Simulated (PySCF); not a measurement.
Compound: C₆H₁₁N.
Numbering: `[NH2:1][C@H:2]1[CH2:3][C@@H:4]2[CH2:5][C@@H:6]2[CH2:7]1`

Geometry (GFN2-xTB, Å), atoms numbered from 1 in this order:
```
atom  x, y, z in Å
N1     2.342    0.063    0.403
C2     0.983   -0.052   -0.104
C3     0.219   -1.155    0.653
C4    -1.204   -0.659    0.764
C5    -1.846   -0.156   -0.495
C6    -1.216    0.810    0.464
C7     0.199    1.246    0.163
H8     2.837    0.804   -0.082
H9     2.850   -0.801    0.246
H10    0.964   -0.273   -1.186
H11    0.654   -1.258    1.649
H12    0.289   -2.117    0.143
H13   -1.825   -1.094    1.533
H14   -2.925   -0.176   -0.548
H15   -1.364   -0.346   -1.441
H16   -1.847    1.501    1.003
H17    0.254    1.934   -0.683
H18    0.628    1.737    1.038
```

NICS = −σ at a ghost point: NICS(0) at the centroid of the ring atoms, NICS(1) 1 Å to either side along the normal of their mean plane, zz for the tensor component along that normal. Level: GIAO PBE0/pcSseg-1 (PySCF, non-relativistic, gas phase) on the GFN2-xTB geometry, one conformer.

Rings: 1. C2–C3–C4–C6–C7; 2. C4–C5–C6.

```json
{"set": "P", "NICS(0)": "-45.5", "NICS(1), two faces": "-8.8 / -9.6", "NICS(1)zz, two faces": "-25.0 / -24.6"}
{"set": "Q", "NICS(0)": "-8.6", "NICS(1), two faces": "-7.5 / -2.4", "NICS(1)zz, two faces": "-5.1 / -1.7"}
```

Problem. Which set (ppm) belongs to which ring?

Solution. P = 2, Q = 1.
- 1 (5-membered carbocycle; formal bonds all single): mean NICS(1)zz -3.4 ppm, shielded. C2, C3, C4, C6, C7 have four or more neighbours, and the NICS criterion for π rings isn't applied.
- 2 (3-membered carbocycle; formal bonds all single): mean NICS(1)zz -24.8 ppm, shielded. C4, C5, C6 have four or more neighbours, so the value isn't read as a sign of a π ring current.

Problem. How do the rings differ in shape?

Solution. 
```
ring                   bond lengths (Å)  rms pucker (Å)  HOMA  nearest outside atom to a NICS(1) probe (Å)
   1  1.540, 1.511, 1.499, 1.511, 1.540            0.12     –                                hydrogen 1.27
   2                1.500, 1.500, 1.499            0.00     –                                hydrogen 1.45
```

Cost: about 50 s of CPU time on one thread; the machine was shared, so the figure is rough. This is the whole shielding run at PBE0/pcSseg-1, SCF included.
